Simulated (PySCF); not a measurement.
## Correlation energy of F⁺ (fluorine, charge +1)

[He] 2s2 2p4, high-spin 3P determinant. Calculation: PySCF 2.14, in def2-SVP (3s2p1d, 14 functions); the non-relativistic Hamiltonian (point nucleus). Frozen: 1s2; 6 electrons correlated.

MP2 pair energies summed by pair of shells (mhartree):

```csv
pair,energy,share (%)
2p-2p,-45.51,48.0
2s-2p,-42.32,44.7
2s-2s,-6.90,7.3
```

Total MP2 correlation energy: -94.73 mhartree.

Same-spin part -23.40 and opposite-spin part -71.33 mhartree; SCS-MP2 scales them by 1/3 and 6/5 to -93.40 mhartree.

```json
{"level": "CCSD", "correlation energy (mhartree)": "-109.06"}
{"level": "(T)", "correlation energy (mhartree)": "-0.82"}
{"level": "CCSD(T)", "correlation energy (mhartree)": "-109.88"}
```

Diagnostics: T1 = 0.0041, D1 = 0.0069, largest double amplitude 0.042.

Cost of the coupled-cluster step: 0.13 s of wall time on 1 thread of AMD EPYC 7R43 64-Core Processor (shared host), for 6 correlated electrons.
